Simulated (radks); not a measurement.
Results of a calculation; reference values are marked as such.
Initial-state core-level shifts of the tin ion Sn+ when its valence configuration changes from [Kr] 4d10 5s2 5p1. Code: a radial shooting solver on a logarithmic mesh with Libxc functionals. Model: Dirac Kohn-Sham, PBE, spin-unpolarised, spherical densities, point nucleus; open shells fill j = l - 1/2 first. Shifts are changes of the shell-averaged eigenvalues in eV (positive: less bound).

| valence | 1s | 2s | 2p | 4p |
|---|---|---|---|---|
| 4d10 5p3 | -2.975 | -2.901 | -2.896 | -2.935 |
| 4d8 5s2 5p3 | -16.178 | -17.106 | -17.051 | -13.771 |
| 4d9 5s2 5p2 | -7.853 | -8.294 | -8.267 | -6.792 |
| 4d9.5 5s2 5p1.5 | -3.904 | -4.115 | -4.102 | -3.405 |
| 4d10 5s1.5 5p1.5 | -0.703 | -0.689 | -0.687 | -0.697 |
| 4d9 5s1.5 5p2.5 | -8.636 | -9.056 | -9.028 | -7.552 |
| 4d8.5 5s2 5p2.5 | -11.989 | -12.666 | -12.625 | -10.289 |
| 4d10 5s1 5p2 | -1.388 | -1.361 | -1.358 | -1.377 |
| 4d9.5 5p3.5 | -6.904 | -7.040 | -7.020 | -6.343 |
